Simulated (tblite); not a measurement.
C3H13NSSi2.
Atom-mapped SMILES: `[CH3:1][CH:2]([CH3:3])[S:4][SiH2:5][NH:6][SiH3:7]` (hydrogens: H8, H9, H10 on C1; H11 on C2; H12, H13, H14 on C3; H15, H16 on Si5; H17 on N6; H18, H19, H20 on Si7)

Computed with GFN2-xTB (tblite), gas phase: L-BFGS steps from a force-field or distance-geometry start until the largest atomic force falls under 0.01 eV/Å.

Step 76: E = -619.3175 eV
```
atom  x, y, z in Å  |  force x, y, z in eV/Å
C1     -2.3584    1.2147   -0.2456   -0.017   0.003   0.017
C2     -2.0687   -0.1398   -0.8660   -0.002   0.012  -0.012
C3     -2.2407   -1.2830    0.1203    0.003   0.026  -0.010
S4     -0.3951   -0.1793   -1.6254    0.002  -0.006  -0.027
Si5     0.9065    0.4701   -0.0573   -0.005   0.007   0.000
N6      2.4635    0.0603   -0.6566   -0.005  -0.028   0.012
Si7     3.9026   -0.2560    0.2514    0.010   0.020   0.013
H8     -2.1395    2.0160   -0.9486   -0.013  -0.034   0.009
H9     -1.7523    1.3583    0.6466   -0.014   0.022   0.005
H10    -3.4084    1.2755    0.0358   -0.018   0.002  -0.004
H11    -2.7267   -0.3016   -1.7238    0.000   0.012  -0.021
H12    -1.6401   -1.1118    1.0111   -0.015  -0.028  -0.007
H13    -3.2860   -1.3628    0.4143    0.005  -0.002   0.013
H14    -1.9327   -2.2210   -0.3361   -0.018   0.004   0.018
H15     0.5974   -0.2348    1.1844    0.031  -0.006  -0.002
H16     0.7735    1.9165    0.1314    0.044  -0.021  -0.003
H17     2.4844   -0.2326   -1.6203    0.002   0.007  -0.004
H18     3.8868   -1.6089    0.8183    0.010   0.006   0.009
H19     5.0164   -0.1033   -0.6817   -0.006   0.008  -0.003
H20     3.9123    0.7344    1.3252    0.007  -0.002  -0.004
```

Step 77: E = -619.3178 eV
```
atom  x, y, z in Å  |  force x, y, z in eV/Å
C1     -2.3601    1.2141   -0.2450   -0.013  -0.004   0.017
C2     -2.0685   -0.1399   -0.8667   -0.003   0.015  -0.007
C3     -2.2420   -1.2830    0.1200    0.011   0.020  -0.017
S4     -0.3939   -0.1782   -1.6251   -0.012  -0.014  -0.030
Si5     0.9073    0.4706   -0.0577    0.011   0.002   0.026
N6      2.4645    0.0579   -0.6557   -0.015  -0.018   0.039
Si7     3.9046   -0.2567    0.2516   -0.008   0.020   0.005
H8     -2.1407    2.0172   -0.9459   -0.008  -0.035   0.002
H9     -1.7558    1.3574    0.6488   -0.021   0.017  -0.003
H10    -3.4109    1.2740    0.0335   -0.015   0.000   0.001
H11    -2.7247   -0.3021   -1.7260    0.001   0.016  -0.010
H12    -1.6412   -1.1130    1.0110   -0.021  -0.025  -0.012
H13    -3.2877   -1.3611    0.4132    0.007  -0.001   0.015
H14    -1.9356   -2.2225   -0.3351   -0.018   0.015   0.015
H15     0.5985   -0.2303    1.1874    0.033  -0.003  -0.020
H16     0.7752    1.9171    0.1293    0.044  -0.016  -0.004
H17     2.4857   -0.2313   -1.6200    0.004  -0.002  -0.022
H18     3.8908   -1.6092    0.8190    0.009   0.001   0.011
H19     5.0152   -0.1038   -0.6842    0.007   0.009  -0.008
H20     3.9145    0.7335    1.3249    0.008   0.004   0.001
```

Step 78: E = -619.3184 eV
```
atom  x, y, z in Å  |  force x, y, z in eV/Å
C1     -2.3634    1.2134   -0.2437   -0.008  -0.007   0.006
C2     -2.0683   -0.1392   -0.8682   -0.002   0.011  -0.001
C3     -2.2420   -1.2818    0.1192    0.013   0.009  -0.019
S4     -0.3934   -0.1746   -1.6274   -0.026  -0.016  -0.016
Si5     0.9077    0.4699   -0.0588    0.026  -0.009   0.049
N6      2.4646    0.0519   -0.6541   -0.018  -0.008   0.061
Si7     3.9068   -0.2572    0.2526   -0.029   0.013  -0.008
H8     -2.1449    2.0178   -0.9428   -0.002  -0.025  -0.007
H9     -1.7602    1.3577    0.6514   -0.033   0.006  -0.015
H10    -3.4153    1.2711    0.0317   -0.006  -0.004   0.009
H11    -2.7232   -0.3019   -1.7288    0.003   0.021   0.007
H12    -1.6402   -1.1127    1.0098   -0.025  -0.017  -0.013
H13    -3.2878   -1.3576    0.4126    0.008   0.000   0.019
H14    -1.9381   -2.2236   -0.3329   -0.016   0.024   0.002
H15     0.5995   -0.2281    1.1894    0.032   0.003  -0.040
H16     0.7798    1.9164    0.1283    0.038  -0.010  -0.005
H17     2.4872   -0.2314   -1.6196    0.007  -0.010  -0.037
H18     3.8974   -1.6087    0.8210    0.007  -0.004   0.013
H19     5.0136   -0.1042   -0.6868    0.019   0.013  -0.012
H20     3.9150    0.7336    1.3246    0.011   0.012   0.007
```

Step 79: E = -619.3190 eV
```
atom  x, y, z in Å  |  force x, y, z in eV/Å
C1     -2.3671    1.2127   -0.2420   -0.003  -0.008  -0.009
C2     -2.0682   -0.1380   -0.8694   -0.002   0.006   0.002
C3     -2.2414   -1.2803    0.1180    0.005  -0.007  -0.015
S4     -0.3937   -0.1707   -1.6304   -0.027  -0.011   0.005
Si5     0.9080    0.4684   -0.0593    0.029  -0.020   0.047
N6      2.4641    0.0445   -0.6522   -0.015  -0.003   0.056
Si7     3.9084   -0.2568    0.2537   -0.033  -0.002  -0.020
H8     -2.1496    2.0169   -0.9406    0.002  -0.002  -0.017
H9     -1.7650    1.3589    0.6537   -0.039  -0.004  -0.020
H10    -3.4200    1.2679    0.0304    0.003  -0.007   0.016
H11    -2.7225   -0.3005   -1.7308    0.001   0.021   0.016
H12    -1.6387   -1.1121    1.0078   -0.020  -0.009  -0.004
H13    -3.2872   -1.3533    0.4126    0.009  -0.004   0.021
H14    -1.9399   -2.2242   -0.3311   -0.015   0.026  -0.014
H15     0.6006   -0.2279    1.1902    0.027   0.002  -0.046
H16     0.7858    1.9149    0.1272    0.030   0.001  -0.003
H17     2.4890   -0.2320   -1.6197    0.008  -0.013  -0.033
H18     3.9046   -1.6077    0.8237    0.005  -0.006   0.015
H19     5.0122   -0.1041   -0.6891    0.024   0.018  -0.011
H20     3.9155    0.7342    1.3248    0.012   0.020   0.012
```

**Question.** Estimate the geometry and energy of step 80. (The exact step hangs on the optimiser's Hessian estimate; all steps are aligned on step 79, rigid shifts and turns removed.)

**Answer.** E = -619.3195 eV, largest force 0.044 eV/Å
```
atom  x, y, z in Å  |  force x, y, z in eV/Å
C1     -2.3702    1.2122   -0.2406   -0.001   0.001  -0.024
C2     -2.0682   -0.1366   -0.8699   -0.002  -0.001   0.002
C3     -2.2404   -1.2789    0.1169   -0.006  -0.011  -0.004
S4     -0.3949   -0.1668   -1.6334   -0.017  -0.004   0.028
Si5     0.9083    0.4658   -0.0594    0.015  -0.018   0.024
N6      2.4630    0.0373   -0.6507   -0.003  -0.005   0.028
Si7     3.9089   -0.2557    0.2546   -0.016  -0.012  -0.020
H8     -2.1541    2.0153   -0.9404    0.002   0.019  -0.018
H9     -1.7687    1.3611    0.6549   -0.038  -0.010  -0.019
H10    -3.4237    1.2652    0.0302    0.009  -0.008   0.019
H11    -2.7227   -0.2983   -1.7311   -0.004   0.015   0.014
H12    -1.6368   -1.1114    1.0058   -0.011  -0.001   0.009
H13    -3.2858   -1.3497    0.4132    0.006  -0.010   0.021
H14    -1.9405   -2.2238   -0.3301   -0.013   0.016  -0.030
H15     0.6013   -0.2306    1.1891    0.020  -0.003  -0.035
H16     0.7923    1.9126    0.1267    0.022   0.007   0.001
H17     2.4905   -0.2335   -1.6201    0.006  -0.010  -0.015
H18     3.9098   -1.6060    0.8264    0.004  -0.007   0.016
H19     5.0113   -0.1029   -0.6904    0.019   0.021  -0.004
H20     3.9155    0.7355    1.3257    0.010   0.021   0.006
```

The energy changes by -0.0005 eV. The first-order estimate −F·Δx gives -0.0007 eV and the mean of the old and new forces, exact on a quadratic surface, -0.0005 eV. The step makes an angle of 75° with the force vector and moves no atom by more than 0.007 Å.

The cost below is that of the whole relaxation. The run took 2.5 s of wall time on one thread of an Arm Neoverse N1 (shared host).
